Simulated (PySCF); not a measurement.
Molecule: trimethylsilane (SMILES [SiH](C)(C)C).

Bonds (- single, = double, # triple, : aromatic): C1-Si2, Si2-C3, Si2-C4. C1 carries H5, H6, H7; Si2 carries H8; C3 carries H9, H10, H11; C4 carries H12, H13, H14.

Frames of a GFN2-xTB Langevin trajectory at 600 K; GIAO PBE0/pcSseg-1 shieldings in PySCF 2.14, gas phase, non-relativistic; equivalent atoms averaged within each frame.

Referencing at the same level of theory: 13C (σ = 186.93 ppm) and 29Si (σ = 349.16 ppm) and 1H (σ = 31.72 ppm) against TMS. The references are static minima.

Problem. How do the shifts (ppm) fluctuate along the trajectory?

Solution. 
| time (fs) | C1/C3/C4 | Si2 | H8 | H5/H6/H7/H9/H10/H11/H12/H13/H14 |
| --- | --- | --- | --- | --- |
| optimised geometry | -2.2 | -20.4 | 4.45 | 0.07 |
| 250 | 2.9 | -13.4 | 5.41 | 0.72 |
| 425 | -0.5 | -13.6 | 4.22 | 0.17 |
| 625 | 6.0 | -19.6 | 4.72 | 0.97 |
| 800 | 5.7 | -12.8 | 5.47 | 1.20 |
| 1000 | 5.1 | -13.1 | 5.43 | 0.58 |
| mean of frames | 3.8 | -14.5 | 5.05 | 0.73 |
| standard deviation | 2.7 | 2.9 | 0.56 | 0.39 |

5 frames give an uncertainty of the mean of about the standard deviation over 2.2 at best, since frames this close in time may not be independent; classical motion lacks zero-point vibration, and the reference would need the same averaging.
